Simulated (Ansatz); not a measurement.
Start from `N[SiH2]C1=CS1` and change one atom or group to get `NC1=CS1`.

Ansatz, PBE0-D4/def2-TZVP geometries, multiplicity 1. Each molecule was computed in one conformer, which needn't be the lowest.

| property | `N[SiH2]C1=CS1` |
| --- | --- |
| LUMO energy (B3LYP/def2-TZVPP) / eV | -1.05 |
| HOMO–LUMO gap (PBE0/def2-TZVPP) / eV | 4.62 |
| HOMO energy (PBE0/def2-TZVPP) / eV | -5.46 |
| HOMO–LUMO gap (ωB97M-V/def2-TZVPP) / eV | 8.93 |
| HOMO energy (B3LYP/def2-TZVPP) / eV | -5.24 |
| size of the dipole moment (B3LYP/def2-TZVPP) / D | 3.59 |

(1) What does the change do to each property? (An estimate is asked.)

Results:

(1) Ansatz gave: 
```json
{"property": "LUMO energy (B3LYP/def2-TZVPP) / eV", "`NC1=CS1`": "-0.20", "shift": "0.85"}
{"property": "HOMO–LUMO gap (PBE0/def2-TZVPP) / eV", "`NC1=CS1`": "5.05", "shift": "0.43"}
{"property": "HOMO energy (PBE0/def2-TZVPP) / eV", "`NC1=CS1`": "-4.99", "shift": "0.47"}
{"property": "HOMO–LUMO gap (ωB97M-V/def2-TZVPP) / eV", "`NC1=CS1`": "9.13", "shift": "0.20"}
{"property": "HOMO energy (B3LYP/def2-TZVPP) / eV", "`NC1=CS1`": "-4.79", "shift": "0.45"}
{"property": "size of the dipole moment (B3LYP/def2-TZVPP) / D", "`NC1=CS1`": "3.40", "shift": "-0.19"}
```

With PBE0 the HOMO rises by 0.47 eV and the LUMO rises by 0.91 eV, so the gap widens by about 0.44 eV. PBE moves the HOMO by 0.48 eV and ωB97M-V by 0.47 eV. Dipoles are sizes alone; their direction can turn.

B3LYP here is the variant with VWN-RPA as its local correlation; programs differ in this.
